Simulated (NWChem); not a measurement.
# CH$_{5}$O$_{2}$Sb; SMILES [CH3][Sb]([OH])[OH]

```xyz
9

Sb    -0.0668     0.0639     0.3804
C      1.6244    -0.9330    -0.5052
H      1.8990    -1.8274     0.0725
H      2.4824    -0.2466    -0.5458
H      1.3293    -1.2376    -1.5204
O     -1.2828    -1.0432    -0.7515
H     -2.2040    -0.8995    -0.5034
O      0.0227     1.6816    -0.7723
H      0.2375     1.4446    -1.6840
```
Atoms are numbered in this order, from 1.

Results from NWChem. Coordinates come from a PBE0/def2-SVP optimisation. No frequency run checked for a minimum. def2 effective core potentials on Sb; no spin-orbit coupling. Ions are spin-unrestricted doublets at the neutral geometry; other ion states weren't tried.

For level PBE/def2-SVP:

* **vertical ionisation energy, ΔSCF (eV)**: 9.01
* **−ε(HOMO) (eV)**: 5.94

Problem. What are these values for level CAM-B3LYP/def2-SVP?

Solution. The vertical ionisation energy, ΔSCF (eV) comes out as 9.44 and the −ε(HOMO) (eV) is 8.41.
